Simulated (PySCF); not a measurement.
SMILES [F][Mg][GeH3], B3LYP/def2-SVP optimised geometry.

```
6

Mg     0.70    -0.36     0.00
F      2.47    -0.36     0.02
Ge    -1.86    -0.36     0.00
H     -2.46    -1.07     1.24
H     -2.47     1.07     0.00
H     -2.46    -1.07    -1.24
```

Density from B3LYP/def2-TZVP run with PySCF 2.14.0 at that geometry.

Minimum of the electron density along straight lines between bonded atoms, close to the bond critical point (lines longer than 1.1 times the sum of covalent radii, or with two minima, are not listed):

```tsv
bond	length / Å	ρ at the minimum / e bohr⁻³	∇²ρ there / e bohr⁻⁵	position (fraction from the first atom)
Mg1–F2	1.764	0.079	…	0.45
Mg1–Ge3	2.564	…	0.08	0.37
Ge3–H4	1.550	0.128	0.06	0.59
Ge3–H5	1.550	0.128	0.06	0.59
Ge3–H6	1.550	0.128	0.06	0.59
```

Complete the blanks.


- Mg1–F2, ∇²ρ there / e bohr⁻⁵: 0.72
- Mg1–Ge3, ρ at the minimum / e bohr⁻³: 0.041
